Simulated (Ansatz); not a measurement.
Computed with Ansatz on PBE0-D4/def2-TZVP structures; ΔE is electronic, products minus reactants. CCSD(T)/CBS adds triple-zeta CCSD(T) − MP2 to the extrapolated MP2 energy (def2 sets, frozen cores). Functionals use def2-TZVPP. B3LYP here is the variant with VWN-RPA as its local correlation; programs differ in this. One conformer a species, not always the lowest.

Reaction (ligand exchange at the Si–C bond): `FC([SiH3])(Cl)Cl` + `OB1N[SiH2]1` → `[SiH3]OB1N[SiH2]1` + `FC(Cl)Cl`

```json
{"level": "PBE-D4", "ΔE (kcal/mol)": "-23.3", "difference from CCSD(T)/CBS": "3.7"}
{"level": "r2SCAN-D4", "ΔE (kcal/mol)": "-26.4", "difference from CCSD(T)/CBS": "0.6"}
{"level": "B3LYP-D4", "ΔE (kcal/mol)": "-27.2", "difference from CCSD(T)/CBS": "-0.2"}
{"level": "ωB97M-V", "ΔE (kcal/mol)": "-26.4", "difference from CCSD(T)/CBS": "0.6"}
{"level": "B2PLYP", "ΔE (kcal/mol)": "-28.3", "difference from CCSD(T)/CBS": "-1.3"}
{"level": "PBE", "ΔE (kcal/mol)": "-23.9", "difference from CCSD(T)/CBS": "3.1"}
{"level": "r2SCAN", "ΔE (kcal/mol)": "-26.5", "difference from CCSD(T)/CBS": "0.5"}
{"level": "PBE0", "ΔE (kcal/mol)": "-26.0", "difference from CCSD(T)/CBS": "1.0"}
{"level": "B3LYP", "ΔE (kcal/mol)": "-28.2", "difference from CCSD(T)/CBS": "-1.2"}
{"level": "SCS-MP2/def2-TZVPP", "ΔE (kcal/mol)": "-28.8", "difference from CCSD(T)/CBS": "-1.8"}
{"level": "CCSD/def2-TZVPP", "ΔE (kcal/mol)": "-28.6", "difference from CCSD(T)/CBS": "-1.6"}
{"level": "CCSD(T)/def2-TZVPP", "ΔE (kcal/mol)": "-27.5", "difference from CCSD(T)/CBS": "-0.5"}
{"level": "HF/def2-QZVPP", "ΔE (kcal/mol)": "-34.4", "difference from CCSD(T)/CBS": "-7.4"}
{"level": "SCS-MP2/def2-QZVPP", "ΔE (kcal/mol)": "-28.7", "difference from CCSD(T)/CBS": "-1.7"}
{"level": "HF/CBS(def2)", "ΔE (kcal/mol)": "-34.4", "difference from CCSD(T)/CBS": "-7.4"}
{"level": "MP2/CBS(def2)", "ΔE (kcal/mol)": "-27.1", "difference from CCSD(T)/CBS": "-0.1"}
{"level": "CCSD(T)/CBS", "ΔE (kcal/mol)": "-27.0", "difference from CCSD(T)/CBS": "0"}
```

Largest T1 diagnostic among the species: 0.013.

The D4 term adds +1.1 kcal/mol with B3LYP and +0.5 kcal/mol with PBE0; it sums over pairs of atoms, weighted by their polarisabilities, and B3LYP, whose exchange is more repulsive, gets the larger term. In def2-TZVPP, CCSD(T) changes the Hartree–Fock value by +6.5 kcal/mol (the triples alone add +1.1 kcal/mol) and MP2 by +6.3 kcal/mol. From PBE to PBE0 (25 % exact exchange), in def2-TZVPP and without D4, ΔE moves by −2.1 kcal/mol.

CCSD(T)/CBS has its own doubt, a few kJ/mol and more with outer-core shells, so smaller differences from it don't rank the levels.
